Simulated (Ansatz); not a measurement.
Isolated molecules relaxed with PBE0-D4/def2-TZVP in Ansatz; ΔE leaves out vibrations. CBS: MP2 limit from def2 TZ/QZ plus the TZ coupled-cluster correction, frozen cores. DFT in def2-TZVPP. B3LYP here is the variant with VWN-RPA as its local correlation; programs differ in this. One conformer a species, not always the lowest.

`OBC[SiH3]` + `[CH3][Al]([SiH3])[SiH3]` → `O[BH][Al]([SiH3])[SiH3]` + `CC[SiH3]`  (redistribution)

`OBC[SiH3]`:

```xyz
11

O     0.767    0.383    2.033
B     0.837   -0.374    0.908
C     0.607    0.304   -0.470
Si   -1.172    0.083   -1.038
H     0.888   -0.126    2.837
H     1.039   -1.558    1.006
H     1.228   -0.153   -1.247
H     0.805    1.380   -0.437
H    -1.365    0.681   -2.386
H    -1.522   -1.361   -1.116
H    -2.111    0.740   -0.091
```

`[CH3][Al]([SiH3])[SiH3]`:

Z-matrix (Å, degrees):
```
C
Al 1 1.956
H 1 1.092 2 113.4
H 1 1.096 2 110.2 3 121.2
H 1 1.095 2 110.6 3 -121.7
Si 2 2.464 1 118.5 3 178.2
Si 2 2.462 1 122.5 3 -2.0
H 6 1.494 2 111.1 1 -58.9
H 6 1.491 2 113.6 1 -179.8
H 6 1.494 2 111.0 1 59.4
H 7 1.493 2 110.7 1 -120.9
H 7 1.493 2 110.7 1 121.2
H 7 1.492 2 114.1 1 0.2
```

`O[BH][Al]([SiH3])[SiH3]`:

Z-matrix (Å, degrees):
```
Si
Al 1 2.465
H 1 1.495 2 109.6
H 1 1.493 2 112.1 3 118.1
H 1 1.491 2 113.9 3 -119.8
B 2 2.144 1 120.9 3 -70.4
Si 2 2.464 1 116.1 3 106.2
O 6 1.356 2 119.1 1 -92.0
H 6 1.211 2 123.0 1 88.1
H 7 1.493 2 110.5 1 -56.5
H 7 1.491 2 114.7 1 -177.7
H 7 1.493 2 110.3 1 61.2
H 8 0.962 6 113.9 2 -179.9
```

`CC[SiH3]`:

Cartesian coordinates in Å:
```
C -0.265 0.164 -1.386
C -0.176 -0.681 -0.119
Si 0.367 0.293 1.390
H -0.584 -0.432 -2.245
H 0.701 0.610 -1.636
H -0.981 0.982 -1.270
H 0.525 -1.510 -0.259
H -1.146 -1.141 0.104
H -0.589 1.401 1.664
H 1.712 0.892 1.163
H 0.437 -0.579 2.594
```

```tsv
level	ΔE (kcal/mol)
PBE-D4	23.6
B3LYP-D4	24.9
B2PLYP	25.4
r2SCAN	26.3
SCS-MP2/def2-TZVPP	25.5
CCSD(T)/def2-TZVPP	24.8
SCS-MP2/def2-QZVPP	25.7
MP2/CBS(def2)	27.4
```

(1) What does CCSD(T)/CBS give? (An estimate is asked.)

Largest T1 diagnostic among the species: 0.015.

## Answers

(1) Computed: +25.2 kcal/mol. The listed levels differ from it by -1.6, -0.3, 0.2, 1.1, 0.3, -0.4, 0.5, 2.2 kcal/mol.

From PBE to PBE0 (25 % exact exchange), in def2-TZVPP and without D4, ΔE moves by +0.8 kcal/mol.
